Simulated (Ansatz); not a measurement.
**Which method gave which barrier?**

Saddle point of AlH$_{3}$OF$_{2}$, singlet (AlHOF₂ ([OH][Al]([F])[F]) + H₂ → AlHF₂ ([F][AlH][F]) + H₂O (still joined by a long Al–O bond); bonds formed: Al1–H6, O2–H5; bonds broken: H5–H6; bonds weakened to dative contacts: Al1–O2), PBE0-D4/def2-TZVP structure:

Al1  (-0.641, -0.091, -0.283)
O2  (1.006, 0.631, -0.034)
F3  (-0.594, -1.479, -1.162)
F4  (-1.864, 0.979, -0.487)
H5  (0.582, 0.081, 0.989)
H6  (-0.292, -0.377, 1.398)
H7  (1.804, 0.257, -0.421)
(Å)

Ansatz 0.2.0; basis: def2-TZVPP, with def2-QZVPP for the basis limit; cores frozen in the correlated methods. Extrapolation: Hartree–Fock as exp(−7.88 √X), correlation as X^−2.97. Four methods, as single points on the PBE0-D4 structures, gave these electronic barriers from the start structure: 53.7, 86.8, 107.9, 134.9 kJ/mol.

Question: The methods were, in alphabetical order, BHLYP-D4, HF, PBE0-D4, SPW92. Which gave which? (A judgement: the text doesn't fix the answer.)

Answer: By the calculation: SPW92 53.7; PBE0-D4 86.8; BHLYP-D4 107.9; HF 134.9 kJ/mol. For comparison, CCSD(T) at an estimated basis limit (MP2 extrapolated from triple and quadruple zeta, plus CCSD(T) − MP2 in triple zeta) gives 105.2 kJ/mol.

T1 diagnostic: at most 0.013.

Labels in which every atom is bracketed show which atoms are joined, not bond orders.

For scale, one of the runs: CCSD(T)/def2-TZVPP, 177 basis functions (an equivalent command: `ansatz run in.yaml --threads 2`). Hardware: 2 CPU threads, shared host. Wall time 30 s; peak host memory 1.8 GiB.
